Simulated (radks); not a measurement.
Valence configurations of Pr III (all share [Xe]). Calculated with a radial shooting solver on a logarithmic mesh with Libxc functionals: scalar-relativistic Kohn-Sham, PBE, spin-unpolarised, spherical densities, finite nucleus; Fermi nuclear charge, rms radius 4.8919 fm. Energies are relative to 4f3; eigenvalues in eV.

valence	E (eV)	e(4f)	e(5d)	e(6p)	e(6s)
4f3	0.000	-13.840	-	-	-
4f2 6s1	3.489	-21.749	-	-	-15.126
4f1 6s2	13.855	-31.222	-	-	-16.978
4f1 6p2	22.782	-33.248	-	-13.519	-
4f2 6p1	7.462	-22.800	-	-11.746	-
4f1.5 6s1 6p0.5	9.822	-26.843	-	-12.136	-16.347
4f2.5 5d0.5	0.623	-16.361	-14.227	-	-
4f2.5 6p0.5	2.862	-18.090	-	-10.758	-
4f1 6s1 6p1	18.310	-32.244	-	-13.044	-17.509
4f2 5d1	2.223	-19.189	-14.965	-	-

NIST lists [Xe] 4f3 as the ground configuration; this level of theory agrees among the configurations tried. The energies are those of spherical spin-averaged densities, not of single terms.
